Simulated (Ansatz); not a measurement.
System: CH₄BCl₂O, net charge 1, singlet state. It need not be the lowest isomer of its formula. 
Structure (B3LYP-D3(BJ)/def2-TZVP (Ansatz, a quantum-chemistry and plane-wave program) minimum search):
```xyz
9

B      0.2451    -0.0703    -0.0249
Cl     0.1659     1.5775    -0.4505
Cl     1.6003    -1.1099     0.0137
O     -1.0067    -0.7021     0.3643
C     -2.3788    -0.0768     0.4416
H     -3.0380    -0.8752     0.7636
H     -2.6135     0.2755    -0.5559
H     -2.3126     0.7235     1.1692
H     -0.9598    -1.6434     0.6087
```
Charge +1, spin multiplicity 1.

Parts of the frozen-core correlation energy in cc-pV(T+d)Z (Ansatz, hartree). Frozen orbitals: 13; correlated occupied orbitals by spin: 15 and 15; virtual: 196 and 196. Spin-orbit coupling is left out. No relativistic terms.

```tsv
term	value
reference (HF)	-1058.67784
MP2 opposite-spin	[?]
MP2 same-spin	-0.21528
CCSD correlation	[?]
(T)	[?]
T1 diagnostic	0.011
largest doubles amplitude	0.032
```

Problem. What belongs in the gaps?

Solution. 
- MP2 opposite-spin, value: -0.66198
- CCSD correlation, value: -0.92580
- (T), value: -0.03819
